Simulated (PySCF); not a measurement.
Compound: C5H16Si2.
SMILES: `[SiH3]C[SiH2][C@H](CC)C`

Torsions of this conformer, `[CH3:1][CH2:2][C@H:3]([CH3:4])[SiH2:5][CH2:6][SiH3:7]`: C1–C2–C3–C4 -63°, C2–C3–Si5–C6 51°, C3–Si5–C6–Si7 58°.

The closed-shell ground state was solved at several levels (PySCF, density fitting, gas phase, non-relativistic). One conformer (not necessarily the lowest) at the PBE0-D3(BJ)/def2-SVP geometry, without solvent, vibrations or thermal averaging.

```tsv
level	basis functions	total energy (Eh)	HOMO (eV)	LUMO (eV)	gap (eV)	dipole (D)
wB97X-D/def2-SVPD	276	-778.7781	-9.73	1.92	11.65	0.73
HF/pcSseg-1	213	-776.4576	-10.95	3.67	14.62	0.71
```

Q: Estimate the row for PBE0/pcSseg-1, a basis of 213 functions; the other rows only guide the guess.

A: Total energy -778.6116 Eh, HOMO -7.93 eV, LUMO 0.62 eV, gap 8.55 eV, dipole 0.73 D.

Q: Over all these levels, which gives the widest orbital gap and which the narrowest?

A: HF/pcSseg-1 (Hartree–Fock, all exact exchange) has the widest, 14.62 eV, and PBE0/pcSseg-1 (global hybrid, 25 % exact exchange) the narrowest, 8.55 eV. The two share the basis. From the narrowest to the widest the HOMO moves by -3.02 eV and the LUMO by +3.05 eV. The HOMO need not be the same orbital at Hartree–Fock and at DFT levels.

Q: How far do the dipole and the HOMO energy spread over the levels?

A: The dipole runs from 0.71 to 0.73 D (mean 0.72 D) and the HOMO from -10.95 to -7.93 eV.

Note: wB97X-D ran without an empirical dispersion term, which enters the total energy and its gradient alone.
